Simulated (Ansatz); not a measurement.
Ga(H2O)F3 (GaOF₃H₂). The state is a singlet with charge 0. Geometry PBE-D4/def2-SVP, basis def2-TZVP, Ansatz.

```xyz
7

Ga   -0.575   -0.559    0.356
O     0.949    0.400   -0.688
H     1.415    0.870    0.038
H     0.460    1.096   -1.179
F    -0.522   -2.277   -0.006
F    -1.809    0.450   -0.418
F     0.082    0.020    1.898
```

| run | HOMO (eV) | LUMO (eV) |
| --- | --- | --- |
| A | -10.06 | -1.50 |
| B | -10.45 | -1.68 |
| C | -9.38 | -2.11 |
| D | -10.87 | -1.30 |
| E | -8.67 | -2.15 |
| F | -8.77 | -2.30 |

HSE06 is defined as in plane-wave codes, on full-range PBE exchange.

Q: The runs used B97M-V, HSE06, PBE, PBE0, r2SCANh, revPBE. Estimate which is which.

A: A r2SCANh (10 % exact exchange); B HSE06 (range-separated); C B97M-V (0 % exact exchange); D PBE0 (25 % exact exchange); E revPBE (0 % exact exchange); F PBE (0 % exact exchange). Exact exchange lowers occupied and raises empty levels; among semilocal functionals meta-GGAs tend to open the gap a little, and such runs are hard to tell apart. The gap grows from 6.47 eV (PBE) to 9.57 eV (PBE0).
